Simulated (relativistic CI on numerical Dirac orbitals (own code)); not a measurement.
**Radial parameters of Lu8+**

These numbers are calculated, not measured: Dirac-Coulomb-Breit CI, orbitals from a KLI potential per configuration, model QED (radiative potential, 1s self-energy scaled to tabulated hydrogen-like ionisation energies), unscaled Slater integrals (own radial code, finite nucleus).

Slater integrals F^k, G^k are unscaled and averaged over j, outside the closed core [Kr] 4d10; ζ comes from projecting the Hamiltonian with its Breit term on Σ l·s of the shell.

- 4f¹³5s²5p²: ζ(4f) = 3322.4, F^2(5p,5p) = 87927, F^2(4f,5p) = 66470, G^2(4f,5p) = 30274, G^4(4f,5p) = 24598, ζ(5p) = 48825 cm⁻¹; <r>(4f) = 0.6486, <r^2>(4f) = 0.5188, <r>(5p) = 1.222, <r^2>(5p) = 1.67 (bohr units).
- 4f¹¹5s²5p⁴: F^2(4f,4f) = 158850, F^4(4f,4f) = 100680, F^6(4f,4f) = 72727, ζ(4f) = 3670.4, F^2(5p,5p) = 89617, F^2(4f,5p) = 66966, G^2(4f,5p) = 28584, G^4(4f,5p) = 23658, ζ(5p) = 52137 cm⁻¹; <r>(4f) = 0.6202, <r^2>(4f) = 0.4693, <r>(5p) = 1.197, <r^2>(5p) = 1.604 (bohr units).
- 4f¹²5s²5p³: F^2(4f,4f) = 154620, F^4(4f,4f) = 97789, F^6(4f,4f) = 70575, ζ(4f) = 3494.9, F^2(5p,5p) = 88737, F^2(4f,5p) = 66681, G^2(4f,5p) = 29401, G^4(4f,5p) = 24108, ζ(5p) = 50443 cm⁻¹; <r>(4f) = 0.6341, <r^2>(4f) = 0.4932, <r>(5p) = 1.21, <r^2>(5p) = 1.638 (bohr units).

Averages of the first 10 configurations, taken without configuration mixing, which lowers the lowest level and can move excited configurations by several eV; other configurations of the list can lie among them:

| Configuration | Parity | States | Average energy above the lowest level (eV) |
| --- | --- | --- | --- |
| 4f¹³5s²5p² | odd | 210 | 28.9 |
| 4f¹¹5s²5p⁴ | odd | 5460 | 15.7 |
| 4f¹²5s²5p³ | odd | 1820 | 19.9 |
| 4f¹⁴5s²5p | odd | 6 | 42.3 |
| 4f¹³5s5p³ | even | 560 | 62.7 |
| 4f¹³5s²5p5d | even | 840 | 74.1 |
| 4f¹³5p⁴ | odd | 210 | 100.5 |
| 4f¹²5s5p⁴ | even | 2730 | 55.8 |
| 4f¹⁴5s²5d | even | 10 | 86.9 |
| 4f¹³5s²5d² | odd | 630 | 120.7 |
